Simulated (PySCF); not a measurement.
SMILES C[Si](C)(C[SiH2]B)C at its GFN2-xTB optimised geometry (Å):

```
22

B     -1.0317    -2.6401     0.4994
Si    -0.5071    -2.0376    -1.2899
C     -0.8163    -0.1481    -1.4660
Si    -0.1441     0.8594     0.0000
C      1.7616     0.8594     0.0000
C     -0.7944     2.6543     0.0000
C     -0.7576    -0.0132     1.5882
H     -2.1639    -2.7247     0.7988
H     -0.2736    -3.2000     1.2004
H     -1.2412    -2.6759    -2.4056
H      0.9120    -2.2378    -1.6576
H     -1.8912     0.0146    -1.5467
H     -0.3893     0.2059    -2.4023
H      2.1639     1.4155     0.8419
H      2.1513    -0.1523     0.0548
H      2.1538     1.3109    -0.9060
H     -0.4529     3.2000     0.8744
H     -1.8797     2.6836    -0.0022
H     -0.4512     3.1938    -0.8771
H     -0.1090     0.1539     2.4430
H     -1.7605     0.2973     1.8658
H     -0.7933    -1.0978     1.4157
```

Computed with PBE/def2-SVP run with PySCF. Cells within 0.4 Å of a nucleus heavier than hydrogen are left out (blank, or x).

Map of the electrostatic potential (hartree/e), clipped to [-0.08, 0.12] on the plane z = 0.0 Å:

```
|111111111111111111111111111|
|111111110000111111111111111|
|111111110000011111111111111|
|111111111011111111111111111|
|111111111134421111111111111|
|111111237899972111111111111|
|11111139999x993111111111111|
|11111239999xx95211111111100|
|111111259999999433321000000|
|111111223499999999951000000|
|111111122599999999992000000|
|111111123799xx999xx93000000|
|111111122699999999993000000|
|111111112499999999994100000|
|111111112248999549994100000|
|011111111245775325962100000|
|000000011368975312221100000|
|000000002699995211111000000|
|000000003999994200000000000|
|000000015999993100000000000|
|000000025999961000000000000|
|000000013999930000000000000|
|000000001477410000000000000|
|000000001233210000000000000|
|000000000111100000000000000|
|000000000010000000000000000|
|000000000000000000000000000|
```
Scale: ten equal steps from -0.012 (start of '0') to 0.120 (end of '9'), in the order '0123456789'; x runs from -5.50 to 5.50, y from -5.50 (bottom) to 5.50 (top).
